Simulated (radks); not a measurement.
Values are calculated unless marked as measured or tabulated.
Question: Valence configurations of As2+ (all share [Ar]). Code: a radial shooting solver on a logarithmic mesh with Libxc functionals. Model: scalar-relativistic Kohn-Sham, PBE, spin-polarised, spherical densities, finite nucleus; open shells are filled with parallel spins first; Fermi nuclear charge, rms radius 4.0968 fm. Order these by energy: 3d9.5 4s2 4p1.5; 3d9.5 4p3.5; 3d10 4s2 4p1; 3d10 4p3; 3d10 4s1 4p2; 3d10 4s0.5 4p2.5; 3d10 4s1.5 4p1.5; 3d9 4s2 4p2; 3d8 4s2 4p3.

Answer: From the lowest, in eV above it: 3d10 4s2 4p1 0.000; 3d10 4s1.5 4p1.5 4.537; 3d10 4s1 4p2 8.570; 3d10 4s0.5 4p2.5 14.078; 3d10 4p3 19.607; 3d9.5 4s2 4p1.5 20.277; 3d9.5 4p3.5 41.824; 3d9 4s2 4p2 42.527; 3d8 4s2 4p3 93.187. NIST lists [Ar] 3d10 4s2 4p1 as the ground configuration; this level of theory agrees among the configurations tried. The energies are those of spherical high-spin densities, not of single terms.
